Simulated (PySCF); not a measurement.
C₆H₇BO₂, SMILES OB(O)c1ccccc1 at its GFN2-xTB optimised geometry (Å):

```
16

O      2.7339     1.0621    -0.1039
B      1.9465    -0.0459    -0.0040
O      2.5625    -1.2436     0.0961
C      0.3647    -0.0078    -0.0018
C     -0.3625    -1.1991     0.0000
C     -1.7449    -1.1991     0.0000
C     -2.4382    -0.0001     0.0000
C     -1.7391     1.1947     0.0004
C     -0.3559     1.1872    -0.0013
H      2.2784     1.8985    -0.1791
H      3.5187    -1.1853     0.0870
H      0.1824    -2.1307     0.0016
H     -2.2856    -2.1347     0.0006
H     -3.5187     0.0043     0.0006
H     -2.2736     2.1341     0.0021
H      0.1694     2.1347     0.0023
```

Computed with PBE/def2-TZVP (PySCF). Cells within 0.4 Å of a nucleus heavier than hydrogen are left out (blank, or x).

Map of the deformation density (molecule minus spherical neutral atoms) (e/bohr³) on the plane z = 0.0 Å:

```
|11111111111111111111111111111|
|11111111111111111111111111111|
|11111111111111111111111111111|
|11111111111111111111111111111|
|11111111111111111111111111111|
|11111111111111111111111111111|
|11111111111111111111111111111|
|11111111111111111111111111111|
|11111111011111101110011111111|
|11111111272102731100111111111|
|11111111274223731103511111111|
|1111111114x78xx10012xx2111111|
|1111111126x34x721113xx2111111|
|11111123383002742325411111111|
|11111198xx1001xx76xx101111111|
|11111123383002743325310111111|
|1111111127x34x721015x22011111|
|1111111114x88xx10002x46001111|
|11111111384224831113411011111|
|11111111272102731111111111111|
|11111111011111101111111111111|
|11111111111111111111111111111|
|11111111111111111111111111111|
|11111111111111111111111111111|
|11111111111111111111111111111|
|11111111111111111111111111111|
|11111111111111111111111111111|
|11111111111111111111111111111|
|11111111111111111111111111111|
```
Scale: ten equal steps from -0.025 (start of '0') to 0.127 (end of '9'), in the order '0123456789'; x runs from -6.00 to 6.00, y from -6.00 (bottom) to 6.00 (top).
